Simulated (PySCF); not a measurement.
B(GeH3)(Me)2, C₂H₉BGe, SMILES C[B](C)[GeH3] (PBE0/def2-SVP optimised geometry):

```
13

B      0.442     0.008     0.000
Ge    -1.642     0.008     0.000
H     -2.190     1.455     0.000
H     -2.277    -0.709    -1.213
H     -2.212    -0.659     1.274
C      1.198     0.688     1.190
H      1.330     1.740     0.860
H      2.214     0.295     1.355
H      0.654     0.735     2.145
C      1.223    -0.658    -1.181
H      2.277    -0.350    -1.267
H      0.728    -0.592    -2.162
H      1.229    -1.740    -0.930
```

Calculation: PySCF 2.14.0 with PBE0/def2-TZVP.

Q: What are the frontier orbital energies and the dipole moment?

A: HOMO-2 -9.16 eV, HOMO-1 -8.89 eV, HOMO -7.54 eV, LUMO -1.25 eV, LUMO+1 0.68 eV; dipole moment 1.59 D.

Meta-Löwdin charges at PBE0/def2-TZVP: B1 0.11, Ge2 0.17, H3 -0.05, H4 -0.06, H5 -0.05, C6 -0.46, H7 0.15, H8 0.12, H9 0.13, C10 -0.46, H11 0.12, H12 0.13, H13 0.15.
